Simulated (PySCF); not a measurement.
**Correlation energy of P⁺ (phosphorus, charge +1)**

[Ne] 3s2 3p2, high-spin 3P determinant. Calculation: PySCF 2.14, in Sapporo-DZP-2012 (5s4p2d, 27 functions); the spin-free X2C one-electron Hamiltonian (Gaussian nucleus). Frozen: [Ne]; 4 electrons correlated.

MP2 pair energies summed by pair of shells (mhartree):

```
 pair  energy  share (%)
3s-3p  -30.41       60.9
3s-3s  -14.03       28.1
3p-3p   -5.49       11.0
```

Total MP2 correlation energy: -49.93 mhartree.

Same-spin part -8.41 and opposite-spin part -41.52 mhartree; SCS-MP2 scales them by 1/3 and 6/5 to -52.63 mhartree.

```
  level  correlation energy (mhartree)
   CCSD                         -72.22
    (T)                          -1.00
CCSD(T)                         -73.22
```

Diagnostics: T1 = 0.0091, D1 = 0.0253, largest double amplitude 0.105.

Cost of the coupled-cluster step: 0.14 s of wall time on 1 thread of Neoverse-V2 (shared host), for 4 correlated electrons.

Iterations:

```
CC2 = 0
CCSD nocc = (np.int64(3), np.int64(1)), nmo = (22, 22)
frozen orbitals [[0, 1, 2, 3, 4], [0, 1, 2, 3, 4]]
max_cycle = 100
direct = 0
conv_tol = 1e-08
conv_tol_normt = 1e-06
diis_space = 8
diis_start_cycle = 0
Init t2, MP2 energy = -0.0499319967115823
Init E_corr(UCCSD) = -0.0499319967172313
cycle = 1  E_corr(UCCSD) = -0.0647615938368013  dE = -0.0148295971  norm(t1,t2) = 0.0560644
cycle = 2  E_corr(UCCSD) = -0.0693935184859876  dE = -0.00463192465  norm(t1,t2) = 0.0217928
cycle = 3  E_corr(UCCSD) = -0.0721898687530576  dE = -0.00279635027  norm(t1,t2) = 0.0100063
cycle = 4  E_corr(UCCSD) = -0.0721952571191002  dE = -5.38836604e-06  norm(t1,t2) = 0.00194708
cycle = 5  E_corr(UCCSD) = -0.0722250710490487  dE = -2.98139299e-05  norm(t1,t2) = 0.000312762
cycle = 6  E_corr(UCCSD) = -0.0722128856302945  dE = 1.21854188e-05  norm(t1,t2) = 5.2461e-05
cycle = 7  E_corr(UCCSD) = -0.0722179070156427  dE = -5.02138535e-06  norm(t1,t2) = 1.27215e-05
cycle = 8  E_corr(UCCSD) = -0.0722168637656236  dE = 1.04325002e-06  norm(t1,t2) = 3.20482e-06
cycle = 9  E_corr(UCCSD) = -0.0722169415920779  dE = -7.78264543e-08  norm(t1,t2) = 3.99217e-07
cycle = 10  E_corr(UCCSD) = -0.0722169307018131  dE = 1.08902647e-08  norm(t1,t2) = 8.97127e-08
cycle = 11  E_corr(UCCSD) = -0.0722169300870411  dE = 6.14772011e-10  norm(t1,t2) = 4.74165e-08
UCCSD converged
E(UCCSD) = -341.1214614648413  E_corr = -0.0722169300870411
UCCSD(T) correction = -0.000997247842068606
```
